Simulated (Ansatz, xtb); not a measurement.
## Two isomers of CH3FSe

Structure X is `C=[SeH]F`, a singlet and structure Y is `C[Se]F`, a singlet. Both are isolated molecules in the gas phase, relaxed with B3LYP-D3(BJ)/def2-SVP.

X (Å):

| atom | x (Å) | y (Å) | z (Å) |
| --- | --- | --- | --- |
| C | -0.3014 | -0.8839 | 0.3130 |
| F | 0.4319 | 1.5835 | -1.5185 |
| Se | -0.8417 | 0.4633 | -0.6873 |
| H | -0.8829 | 1.4825 | 0.3863 |
| H | -0.2408 | -1.8494 | -0.1950 |
| H | 0.2992 | -0.7321 | 1.2123 |

Y (Å):

```xyz
6

C    -2.8125    0.9266    0.6265
F    -2.7013   -1.8268    0.8069
Se   -2.7274   -0.6357   -0.5242
H    -2.8374    1.8008   -0.0434
H    -1.9202    0.9767    1.2645
H    -3.7276    0.9013    1.2330
```

Problem. Estimate E(Y) − E(X) at the level CCSD(T)/def2-TZVPP.

Solution. Calculated at CCSD(T)/def2-TZVPP: E(Y) − E(X) = −157.0 kJ/mol, so structure Y lies lower.

Level by level:

| level | geometry | E(Y) − E(X) (kJ/mol) | departure from the last row (kJ/mol) | job, with rough time for the two |
| --- | --- | --- | --- | --- |
| GFN2-xTB | GFN2-xTB | −164.7 | −7.8 | optimisation, 0.35 s |
| HF/STO-3G | GFN2-xTB | −581.5 | −424.5 | single point, 0.98 s |
| r2SCAN-D4/def2-SVP | GFN2-xTB | −161.2 | −4.3 | single point, 5.4 s |
| B3LYP-D3(BJ)/def2-SVP | B3LYP-D3(BJ)/def2-SVP | −165.2 | −8.2 | optimisation, 58 s |
| HF/def2-TZVPP | B3LYP-D3(BJ)/def2-SVP | −217.1 | −60.1 | part of the CCSD(T) run |
| MP2/def2-TZVPP | B3LYP-D3(BJ)/def2-SVP | −148.6 | +8.4 | part of the CCSD(T) run |
| CCSD(T)/def2-TZVPP | B3LYP-D3(BJ)/def2-SVP | −157.0 |  | single point, 3.3 min |

As drawn, Y has 1 C–Se, 1 C–H in place of 1 C=Se, 1 Se–H.

The levels shown agree on the order. The largest departure from CCSD(T)/def2-TZVPP is that of HF/STO-3G, 424.5 kJ/mol.

With harmonic frequencies from B3LYP-D3(BJ)/def2-SVP (ideal gas, rigid rotor, one conformer each, 298.15 K, 1 atm): the zero-point term adds +8.2 kJ/mol; ΔH is −148.2 and ΔG −150.3 kJ/mol.

The correlated steps freeze 11 core orbitals; the filled d shell of Se is correlated, in a basis made for valence electrons. Mirror images aren't counted in ΔG. Programs: Ansatz 0.2.0, xtb 6.7.1; the last row on 1 thread of Intel(R) Xeon(R) Processor @ 2.50GHz (Skylake/Cascade Lake) on a shared host.
